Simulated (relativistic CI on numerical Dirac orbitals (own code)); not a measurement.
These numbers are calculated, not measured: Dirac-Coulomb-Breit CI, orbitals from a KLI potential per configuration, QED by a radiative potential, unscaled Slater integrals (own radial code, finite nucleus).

The strongest absorption lines from the ground level of an ion, among the configurations computed and to levels below about 158 eV (vacuum wavelength in nm, gf): 7.8468 (0.039), 8.1169 (0.032), 8.2552 (0.053), 8.7725 (0.041), 9.4103 (0.094), 9.4117 (0.41), 9.5957 (0.27), 9.8074 (0.17).

Task: Which ion is it?
A. Er²⁶⁺
B. Sm²⁰⁺
C. Nd¹⁸⁺
D. Gd²²⁺

Result: D. Gd²²⁺ has 42 electrons and the ground level 4s2.4p6.4d6 5D_4; the strongest line goes to 4s2.4p5.4d7 5D°_3. The pattern of lines fixes the number of electrons, and along that sequence the line energies rise steadily with the charge (about as its square where n changes within one kind of shell, about linearly where n is kept but much faster in heavy ions where fine structure, which grows about as Z⁴, sets the gap, and irregularly where shells cross), which fixes Z. Configurations outside the model, such as inner-shell arrays, can give stronger lines. At this charge energies of transitions that change n are usually good to better than 1 %, and those within a shell (Δn = 0) to a few per cent. Terms inside the open d or f shell come out 10 to 20 % too wide with unscaled integrals.

LS names give the leading component of a level, which can be under half, so a name can repeat, a term be missing and a line seem to break the LS rules.
